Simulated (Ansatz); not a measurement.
Energy difference R1 → P1, each structure at its B3LYP-D3(BJ)/def2-TZVP stationary point, reached from a drawn start; harmonic modes at that level show minima.
R1, C4H5 (SMILES [CH]=CC=C) (charge 0, multiplicity 2):
```xyz
9

C     -1.86001    -0.82367    -0.26663
C     -0.58426    -0.52889    -0.35816
C      0.11549     0.46859     0.44116
C      1.41509     0.73810     0.31581
H     -2.56206    -1.49474    -0.73354
H      0.02513    -1.06710    -1.09209
H     -0.48234     1.00474     1.17012
H      2.03399     0.21644    -0.40494
H      1.89886     1.48662     0.92826
```
P1, C4H5 (SMILES C#C[CH]C) (charge 0, multiplicity 2):
```tsv
atom	x (Å)	y (Å)	z (Å)
C	2.2538	0.3621	0.3433
C	1.1336	-0.1116	0.2434
C	-0.1272	-0.6304	0.1276
C	-1.3147	0.1716	-0.2925
H	3.2302	0.7695	0.4317
H	-0.2703	-1.6814	0.3535
H	-2.0904	0.1583	0.4807
H	-1.7698	-0.2460	-1.1970
H	-1.0452	1.2078	-0.4907
```

P less R. No zero-point or thermal terms; open shells are unrestricted. One arrangement of each flexible species, with no search for the lowest.

Correlated levels freeze the cores.

The values were computed with Ansatz (Gaussian basis) for Hartree–Fock, density functionals and correlated methods. All values are computed, each at the level named.

Total energies in hartree:

```tsv
structure	PBE/def2-TZVPP	PBE0/def2-TZVPP	CCSD(T)/cc-pVTZ
R1	-155.148255	-155.165892	-155.006034
P1	-155.164975	-155.182140	-155.021481
```

Task: Work out the reaction energy at each level in kcal/mol (1 hartree = 627.50947 kcal/mol), and say how far PBE/def2-TZVPP lies from CCSD(T)/cc-pVTZ.

Result: 
- PBE/def2-TZVPP: (-155.164975) − (-155.148255) = -0.016720 hartree = -10.49 kcal/mol
- PBE0/def2-TZVPP: (-155.182140) − (-155.165892) = -0.016248 hartree = -10.20 kcal/mol
- CCSD(T)/cc-pVTZ: (-155.021481) − (-155.006034) = -0.015447 hartree = -9.69 kcal/mol
PBE/def2-TZVPP less CCSD(T)/cc-pVTZ: -0.80 kcal/mol. CCSD(T)/cc-pVTZ is the level counted from, the highest shown, and no exact or measured value.

Doubts at one or more of the structures used: a spin-contaminated determinant (CCSD(T)/cc-pVTZ).

Ansatz is a program for electronic structure.
